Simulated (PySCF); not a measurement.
One of the candidates below gave these computed data.

| technique | computed result |
| --- | --- |
| UV, strongest line | among the 8 lowest singlet transitions: S5 at 7.12 eV (174 nm, f = 0.118) [TDDFT B3LYP/def2-SVPD] |
| Rotational structure | rotational constants A, B, C: 2.848, 1.333, 0.968 GHz [GFN2-xTB] |
| UV, first state | lowest singlet excitation: 5.88 eV (211 nm, f = 0.003) [TDDFT B3LYP/def2-SVPD] |
| Triplet | lowest triplet excitation (Tamm–Dancoff): 4.38 eV [TDA B3LYP/def2-SVPD] |
| Polarisability | 78.4 au [B3LYP/def2-SVPD] |
| Dipole | 0.90 D [B3LYP/def2-SVPD] |

Electronic properties: PySCF, gas phase, density fitting. Levels stand in brackets. One conformer (not necessarily the lowest) at the GFN2-xTB geometry, without solvent, vibrations or thermal averaging.

Question: Which candidate is it?
A. `C=C1C[C@@H](O)[C@H](F)C1`
B. `CCO[C@@H]1C/C1=C/F`
C. `C[C@@H]1C=C[C@@H](CF)O1`
D. `FC[C@@H]1C=COCC1`

Answer: B. It is `CCO[C@@H]1C/C1=C/F`. Numbering: `[CH3:1][CH2:2][O:3][C@@H:4]1[CH2:5]/[C:6]1=[CH:7]/[F:8]`. Its formula, C6H9FO, gives 2 degrees of unsaturation: 1 ring and 1 π bond in the structure found. The optimised geometry has point group C1 and is an asymmetric top.

The others, at the same levels:
- `C=C1C[C@@H](O)[C@H](F)C1` fails: its computed lowest singlet excitation is 6.53 eV (190 nm, f = 0.191) (against 5.88 eV), static isotropic polarisability is 75.0 au (against 78.4 au) and rotational constant A is 3.177 GHz (against 2.848 GHz).
- `FC[C@@H]1C=COCC1` fails: its computed strongest line among the 8 lowest singlet transitions is S2 at 6.37 eV (195 nm, f = 0.059) (against S5 at 7.12 eV), static isotropic polarisability is 73.8 au (against 78.4 au) and rotational constant A is 4.635 GHz (against 2.848 GHz).
- `C[C@@H]1C=C[C@@H](CF)O1` fails: its computed strongest line among the 8 lowest singlet transitions is S6 at 7.38 eV (168 nm, f = 0.111) (against S5 at 7.12 eV), static isotropic polarisability is 74.9 au (against 78.4 au) and rotational constant A is 5.470 GHz (against 2.848 GHz).

Each candidate is one conformer, not necessarily the lowest. The conformers computed, where there is a choice (atom-mapped SMILES and torsion angles):
- `[CH3:1][CH2:2][O:3][C@@H:4]1[CH2:5]/[C:6]1=[CH:7]/[F:8]`: C1–C2–O3–C4 179°, C2–O3–C4–C5 148°
- `[CH3:1][C@@H:2]1[CH:3]=[CH:4][C@@H:5]([CH2:6][F:7])[O:8]1`: C4–C5–C6–F7 -73°

The conformers of `C=C1C[C@@H](O)[C@H](F)C1` and `FC[C@@H]1C=COCC1` aren't listed.
